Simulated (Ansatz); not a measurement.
Reaction (redistribution): `[CH3][SbH2]` + `CB(O)CN` → `[CH3][SbH][CH2]N` + `CBO`

Gas-phase electronic energies from Ansatz, PBE0-D4/def2-TZVP geometries. CBS: MP2 limit from def2 TZ/QZ plus the TZ coupled-cluster correction, frozen cores. DFT in def2-TZVPP. B3LYP here is the variant with VWN-RPA as its local correlation; programs differ in this. def2 core potentials past Kr. For Sb outer-core shells are correlated without core-valence functions, which leaves a few kJ/mol of doubt a bond. Each species was taken in one conformer, which may not be the lowest.

`[CH3][SbH2]`:

Cartesian coordinates in Å:
```
C 0.715 -0.104 0.491
Sb -1.233 0.651 -0.067
H 1.392 0.740 0.620
H 0.625 -0.633 1.439
H 1.105 -0.776 -0.270
H -1.831 -0.882 -0.536
H -0.774 1.004 -1.677
```

`CB(O)CN`:

Z-matrix (Å, degrees):
```
C
B 1 1.564
H 1 1.091 2 112.9
H 1 1.094 2 110.5 3 123.0
H 1 1.097 2 110.2 3 -120.6
O 2 1.364 1 117.8 3 6.8
C 2 1.583 1 123.1 3 -174.1
H 6 0.961 2 113.5 1 179.5
N 7 1.456 2 114.4 1 4.5
H 7 1.100 2 107.0 1 124.4
H 7 1.107 2 107.6 1 -123.3
H 9 1.012 7 110.8 2 -53.4
H 9 1.012 7 111.5 2 -172.6
```

`[CH3][SbH][CH2]N`:

Cartesian coordinates in Å:
```
C -1.638 -0.206 0.774
Sb 0.121 0.905 1.349
C 1.466 -0.133 -0.059
N 1.007 -0.390 -1.401
H -2.525 0.311 1.139
H -1.599 -1.197 1.228
H -1.703 -0.300 -0.310
H -0.176 2.167 0.223
H 1.736 -1.078 0.420
H 2.377 0.469 -0.092
H 0.210 -1.013 -1.408
H 0.724 0.465 -1.863
```

`CBO`:

Cartesian coordinates in Å:
```
C 0.620 0.448 -0.654
B -0.373 -0.044 0.443
O -0.678 -1.363 0.522
H 0.997 -0.356 -1.289
H 1.471 0.960 -0.191
H 0.139 1.201 -1.288
H -0.881 0.718 1.228
H -1.296 -1.564 1.229
```

| level | ΔE (kcal/mol) | difference from CCSD(T)/CBS |
| --- | --- | --- |
| PBE-D4 | 4.3 | 0.1 |
| PBE0-D4 | 5.8 | 1.6 |
| B3LYP-D4 | 4.7 | 0.5 |
| ωB97M-V | 6.5 | 2.3 |
| B2PLYP | 4.9 | 0.7 |
| PBE | 4.7 | 0.5 |
| PBE0 | 6.1 | 1.9 |
| SCS-MP2/def2-TZVPP | 4.2 | 0.0 |
| CCSD/def2-TZVPP | 6.2 | 2.0 |
| CCSD(T)/def2-TZVPP | 5.3 | 1.1 |
| HF/def2-QZVPP | 8.1 | 3.9 |
| MP2/def2-QZVPP | 3.1 | -1.1 |
| SCS-MP2/def2-QZVPP | 3.6 | -0.6 |
| HF/CBS(def2) | 8.1 | 3.9 |
| MP2/CBS(def2) | 2.6 | -1.6 |
| CCSD/CBS(def2) | 5.0 | 0.8 |
| CCSD(T)/CBS | 4.2 | 0 |

Largest T1 diagnostic among the species: 0.013.

In def2-TZVPP, CCSD(T) changes the Hartree–Fock value by −2.9 kcal/mol (the triples alone add −0.8 kcal/mol) and MP2 by −4.5 kcal/mol. From PBE to PBE0 (25 % exact exchange), in def2-TZVPP and without D4, ΔE moves by +1.5 kcal/mol.
